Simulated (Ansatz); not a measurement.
Born–Oppenheimer molecular dynamics of FH8NSi2 (12 atoms, charge 0, multiplicity 1). It starts from a rough guess of a transition structure, not a stationary point.

Level of theory: UKS PBE0-D4/6-31G (Ansatz 0.2.0).

- ensemble: NVE (velocity Verlet)
- time step: 0.5 fs
- steps asked: 150
- starting velocities drawn for: 100 K
- seed: 306898

Frames 0.5 fs apart, positions in Å, forces in eV/Å.

Velocities at 45.0 fs (Å/ps):

```
Si 1.71 -5.40 1.43
F -0.42 -1.05 -3.19
H 10.53 7.25 -2.28
H -2.64 9.08 3.38
Si -1.61 -0.55 2.67
H -62.81 -7.14 25.50
N 2.81 13.69 -2.66
H -1.86 -10.37 -13.40
H -0.84 13.71 -6.46
H 4.90 -2.69 -11.74
H 15.09 -18.38 6.28
H 3.91 3.83 -18.38
```

```xyz
12
Properties=species:S:1:pos:R:3:forces:R:3 time_fs=45.0 energy_less_start_eV=-0.441 T=438
Si -0.457 -0.326 -0.537 -0.92 -0.13 0.60
F 1.137 -0.478 -1.191 1.30 0.42 -0.36
H -0.945 -1.163 -1.645 -0.59 -0.53 -0.46
H -1.917 0.142 -0.057 0.68 0.53 -0.28
Si 0.198 -1.145 1.575 0.06 0.39 -0.17
H 0.905 1.828 -1.417 -1.40 -0.72 0.46
N -0.025 1.675 -0.937 -0.40 2.24 0.30
H -0.103 -0.080 2.585 -0.20 0.13 0.24
H -0.445 -2.403 2.006 -0.40 -0.38 0.14
H 1.652 -1.352 1.684 0.61 -0.15 0.01
H -0.827 2.095 -1.508 1.48 -0.75 0.87
H 0.018 2.233 -0.026 -0.22 -1.06 -1.36
12
Properties=species:S:1:pos:R:3:forces:R:3 time_fs=45.5 energy_less_start_eV=-0.511 T=490
Si -0.456 -0.328 -0.536 -0.94 -0.05 0.65
F 1.137 -0.478 -1.193 1.30 0.45 -0.36
H -0.941 -1.160 -1.647 -0.63 -0.56 -0.48
H -1.917 0.147 -0.056 0.72 0.50 -0.29
Si 0.197 -1.146 1.577 0.21 0.38 -0.31
H 0.872 1.824 -1.403 -0.08 -0.54 -0.23
N -0.024 1.682 -0.939 -1.30 1.66 0.90
H -0.105 -0.085 2.579 -0.22 0.23 0.34
H -0.446 -2.397 2.003 -0.45 -0.49 0.18
H 1.655 -1.354 1.678 0.53 -0.14 0.01
H -0.818 2.085 -1.503 1.10 -0.55 0.63
H 0.020 2.234 -0.037 -0.25 -0.89 -1.05
12
Properties=species:S:1:pos:R:3:forces:R:3 time_fs=46.0 energy_less_start_eV=-0.515 T=492
Si -0.456 -0.331 -0.535 -0.95 0.01 0.66
F 1.137 -0.479 -1.194 1.28 0.47 -0.35
H -0.938 -1.158 -1.650 -0.65 -0.56 -0.48
H -1.916 0.153 -0.055 0.74 0.47 -0.31
Si 0.197 -1.146 1.578 0.36 0.36 -0.43
H 0.839 1.818 -1.390 1.61 -0.33 -1.10
N -0.023 1.689 -0.940 -2.44 0.92 1.66
H -0.106 -0.089 2.573 -0.24 0.33 0.43
H -0.448 -2.392 2.000 -0.49 -0.58 0.21
H 1.659 -1.356 1.673 0.44 -0.12 0.02
H -0.806 2.074 -1.498 0.58 -0.30 0.30
H 0.021 2.232 -0.050 -0.25 -0.65 -0.61
12
Properties=species:S:1:pos:R:3:forces:R:3 time_fs=46.5 energy_less_start_eV=-0.443 T=438
Si -0.455 -0.334 -0.535 -0.96 0.04 0.63
F 1.137 -0.479 -1.196 1.25 0.49 -0.34
H -0.936 -1.158 -1.654 -0.65 -0.55 -0.45
H -1.913 0.161 -0.055 0.75 0.43 -0.31
Si 0.196 -1.146 1.579 0.51 0.31 -0.52
H 0.809 1.812 -1.380 3.44 -0.13 -2.06
N -0.022 1.697 -0.941 -3.59 0.07 2.46
H -0.109 -0.093 2.568 -0.25 0.40 0.51
H -0.451 -2.388 1.998 -0.51 -0.64 0.23
H 1.665 -1.358 1.667 0.32 -0.11 0.02
H -0.793 2.062 -1.491 -0.08 0.00 -0.12
H 0.021 2.229 -0.065 -0.25 -0.33 -0.05
12
Properties=species:S:1:pos:R:3:forces:R:3 time_fs=47.0 energy_less_start_eV=-0.334 T=358
Si -0.454 -0.336 -0.534 -0.97 0.04 0.57
F 1.138 -0.480 -1.198 1.22 0.51 -0.32
H -0.936 -1.159 -1.659 -0.63 -0.51 -0.39
H -1.908 0.170 -0.056 0.74 0.40 -0.31
Si 0.195 -1.146 1.580 0.65 0.25 -0.59
H 0.788 1.805 -1.375 4.94 -0.01 -2.84
N -0.022 1.704 -0.941 -4.33 -0.79 3.05
H -0.112 -0.096 2.565 -0.25 0.46 0.56
H -0.456 -2.386 1.997 -0.51 -0.67 0.24
H 1.671 -1.360 1.661 0.19 -0.09 0.03
H -0.779 2.050 -1.485 -0.83 0.33 -0.61
H 0.021 2.225 -0.080 -0.22 0.06 0.61
12
Properties=species:S:1:pos:R:3:forces:R:3 time_fs=47.5 energy_less_start_eV=-0.263 T=305
Si -0.454 -0.339 -0.533 -0.97 0.02 0.47
F 1.138 -0.480 -1.200 1.17 0.53 -0.31
H -0.938 -1.161 -1.665 -0.60 -0.45 -0.30
H -1.902 0.179 -0.058 0.72 0.37 -0.31
Si 0.194 -1.146 1.582 0.76 0.17 -0.62
H 0.779 1.798 -1.377 5.52 0.00 -3.13
N -0.022 1.711 -0.941 -4.18 -1.54 3.13
H -0.115 -0.097 2.563 -0.25 0.50 0.59
H -0.461 -2.385 1.996 -0.49 -0.66 0.23
H 1.678 -1.363 1.655 0.06 -0.07 0.04
H -0.768 2.038 -1.480 -1.57 0.64 -1.11
H 0.021 2.222 -0.093 -0.17 0.49 1.30
12
Properties=species:S:1:pos:R:3:forces:R:3 time_fs=48.0 energy_less_start_eV=-0.281 T=318
Si -0.454 -0.342 -0.532 -0.97 0.00 0.35
F 1.139 -0.480 -1.201 1.13 0.53 -0.30
H -0.941 -1.164 -1.671 -0.56 -0.38 -0.19
H -1.893 0.189 -0.060 0.69 0.34 -0.30
Si 0.194 -1.147 1.583 0.85 0.09 -0.61
H 0.783 1.791 -1.386 4.92 -0.09 -2.78
N -0.024 1.718 -0.940 -3.01 -2.11 2.54
H -0.119 -0.098 2.562 -0.24 0.50 0.60
H -0.468 -2.386 1.995 -0.45 -0.61 0.22
H 1.685 -1.366 1.650 -0.07 -0.05 0.05
H -0.761 2.029 -1.478 -2.16 0.88 -1.51
H 0.020 2.219 -0.104 -0.12 0.90 1.93
12
Properties=species:S:1:pos:R:3:forces:R:3 time_fs=48.5 energy_less_start_eV=-0.374 T=387
Si -0.453 -0.344 -0.531 -0.97 -0.03 0.21
F 1.140 -0.480 -1.203 1.07 0.54 -0.28
H -0.945 -1.169 -1.679 -0.50 -0.31 -0.07
H -1.883 0.201 -0.063 0.64 0.31 -0.28
Si 0.193 -1.147 1.584 0.90 0.00 -0.57
H 0.798 1.784 -1.401 3.44 -0.20 -1.92
N -0.026 1.725 -0.939 -1.26 -2.44 1.44
H -0.124 -0.097 2.563 -0.22 0.48 0.58
H -0.476 -2.388 1.995 -0.40 -0.53 0.20
H 1.691 -1.369 1.644 -0.20 -0.03 0.06
H -0.759 2.021 -1.480 -2.45 1.01 -1.72
H 0.018 2.219 -0.110 -0.06 1.21 2.35
12
Properties=species:S:1:pos:R:3:forces:R:3 time_fs=49.0 energy_less_start_eV=-0.488 T=474
Si -0.453 -0.347 -0.530 -0.95 -0.06 0.06
F 1.141 -0.480 -1.205 1.02 0.53 -0.27
H -0.951 -1.173 -1.686 -0.44 -0.22 0.06
H -1.872 0.212 -0.067 0.57 0.28 -0.26
Si 0.193 -1.147 1.585 0.92 -0.09 -0.50
H 0.822 1.776 -1.422 1.65 -0.26 -0.86
N -0.028 1.732 -0.938 0.42 -2.52 0.20
H -0.129 -0.095 2.566 -0.19 0.43 0.53
H -0.485 -2.392 1.996 -0.33 -0.42 0.16
H 1.698 -1.372 1.639 -0.31 -0.02 0.08
H -0.762 2.016 -1.486 -2.36 1.00 -1.65
H 0.017 2.221 -0.110 -0.01 1.34 2.45
12
Properties=species:S:1:pos:R:3:forces:R:3 time_fs=49.5 energy_less_start_eV=-0.576 T=541
Si -0.453 -0.350 -0.529 -0.92 -0.08 -0.10
F 1.142 -0.480 -1.207 0.96 0.53 -0.26
H -0.957 -1.179 -1.693 -0.38 -0.14 0.19
H -1.859 0.225 -0.071 0.49 0.25 -0.23
Si 0.193 -1.147 1.586 0.90 -0.17 -0.41
H 0.850 1.768 -1.444 0.01 -0.24 0.12
N -0.030 1.738 -0.937 1.60 -2.35 -0.88
H -0.134 -0.092 2.569 -0.15 0.36 0.47
H -0.494 -2.396 1.997 -0.24 -0.30 0.13
H 1.703 -1.375 1.634 -0.41 0.00 0.09
H -0.772 2.013 -1.496 -1.89 0.86 -1.30
H 0.016 2.227 -0.104 0.02 1.28 2.19
12
Properties=species:S:1:pos:R:3:forces:R:3 time_fs=50.0 energy_less_start_eV=-0.614 T=570
Si -0.453 -0.353 -0.528 -0.87 -0.09 -0.26
F 1.143 -0.480 -1.209 0.90 0.52 -0.24
H -0.965 -1.185 -1.700 -0.31 -0.06 0.32
H -1.845 0.238 -0.076 0.40 0.22 -0.20
Si 0.192 -1.147 1.587 0.85 -0.24 -0.30
H 0.878 1.759 -1.466 -1.26 -0.16 0.90
N -0.032 1.743 -0.935 2.20 -1.99 -1.63
H -0.140 -0.088 2.574 -0.11 0.27 0.38
H -0.504 -2.402 1.998 -0.15 -0.16 0.09
H 1.708 -1.378 1.629 -0.49 0.01 0.11
H -0.786 2.012 -1.508 -1.18 0.66 -0.77
H 0.014 2.236 -0.093 0.03 1.03 1.61
12
Properties=species:S:1:pos:R:3:forces:R:3 time_fs=50.5 energy_less_start_eV=-0.596 T=557
Si -0.453 -0.355 -0.527 -0.82 -0.10 -0.42
F 1.144 -0.480 -1.211 0.83 0.51 -0.23
H -0.973 -1.191 -1.706 -0.24 0.01 0.43
H -1.830 0.252 -0.081 0.30 0.19 -0.16
Si 0.192 -1.147 1.588 0.78 -0.30 -0.18
H 0.902 1.750 -1.486 -2.15 -0.06 1.47
N -0.033 1.748 -0.934 2.35 -1.53 -2.05
H -0.147 -0.084 2.579 -0.07 0.17 0.29
H -0.515 -2.407 2.000 -0.06 -0.03 0.05
H 1.711 -1.381 1.624 -0.55 0.02 0.12
H -0.802 2.013 -1.523 -0.39 0.44 -0.17
H 0.013 2.247 -0.078 0.02 0.67 0.84
```

Of the whole run (75 fs, mean temperature of the second half 413 K): The conserved energy stayed within 0.73 meV per atom of its start (net change -0.53 meV per atom), so the integration is sound. The system heated up, since it started high on the potential surface and ran downhill. A run of 0.075 ps of so small a system gives no equilibrium averages. The orbitals stay closed-shell, which can raise the energy where a bond breaks towards radicals; this wasn't checked here. Limits of this set-up: no polarisation functions.

Time of the run: 19 min on 1 thread of Arm Neoverse N1 (shared host), peak memory 0.19 GiB.
